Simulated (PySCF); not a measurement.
Excitation energy of Cu+ by level of theory

Cu+ [Ar] 3d10 (1S) → Cu+ [Ar] 3d9 4p1 (high-spin determinant), as a difference of total energies. Computed with PySCF 2.14 in aug-cc-pwCVTZ-DK with one added diffuse shell each of s, p, d, f, g type (11s10p8d5f4g, 152 functions), with scalar relativity by spin-free X2C-1e. Correlated levels: valence: [Ar] frozen; valence and next inner shell: [Ne] frozen; nothing frozen. The calculations carry no spin-orbit coupling.

| method | excitation energy (cm⁻¹) |
| --- | --- |
| UHF | 47488 |
| LDA | 71120 |
| PBE | 66928 |
| PBE0 | 63606 |
| r2SCAN | 63100 |
| MP2 (valence) | 73253 |
| SCS-MP2 (valence) | 70687 |
| MP2 (valence and next inner shell) | 78235 |
| SCS-MP2 (valence and next inner shell) | 74550 |
| MP2 (all electrons) | 78353 |
| SCS-MP2 (all electrons) | 74607 |

A first-order spin-orbit estimate (lowest level to lowest level, LS coupling) adds -0.086 eV.

The determinant of the upper state mixes LS terms, which raises its energy above the lowest term, most at the Hartree-Fock and MP2 levels.
